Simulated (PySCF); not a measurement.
Al(Cl)(Br)(OH), SMILES [OH][Al]([Cl])[Br] (HAlBrClO) at its PBE0/def2-SVP optimised geometry (Å):

```
5

Al    -0.5297     0.0233     0.0000
Cl    -1.4919     1.8687     0.0000
Br    -1.7276    -1.8687    -0.0030
O      1.1559     0.0233     0.0000
H      1.7276    -0.7460     0.0004
```

Calculation: PBE0/def2-TZVP in PySCF.

Map of the Laplacian of the electron density (e/bohr⁵), clipped to [-1.50, 1.50] on the plane z = 0.6 Å:

```
|2222222222222222222222222222222|
|2222222222222222222222222222222|
|2222222222222222222222222222222|
|2222222222222222222222222222222|
|2222222333333222222222222222222|
|2222223333333322222222222222222|
|2222233332233332222222222222222|
|2222233310023332222222222222222|
|2222233300013332222222222222222|
|2222233310023332222222222222222|
|2222233332223332222222222222222|
|2222223333333222233333222222222|
|2222222333323333333333322222222|
|2222222233233443334444332222222|
|2222222222337973334554332222222|
|2222222222349994334455432222222|
|2222222222236963334554332222222|
|2222222332223433334444332222222|
|2222223333222222333333332222222|
|2222233332222222233333332222222|
|2222333222233322222222222222222|
|2222332399323322222222222222222|
|2222332599523322222222222222222|
|2222332399323322222222222222222|
|2222333222233322222222222222222|
|2222233333333222222222222222222|
|2222223333332222222222222222222|
|2222222233222222222222222222222|
|2222222222222222222222222222222|
|2222222222222222222222222222222|
|2222222222222222222222222222222|
```
Scale: ten equal steps from -0.589 (start of '0') to 1.50 (end of '9'), in the order '0123456789'; x runs from -4.00 to 4.00, y from -4.00 (bottom) to 4.00 (top).
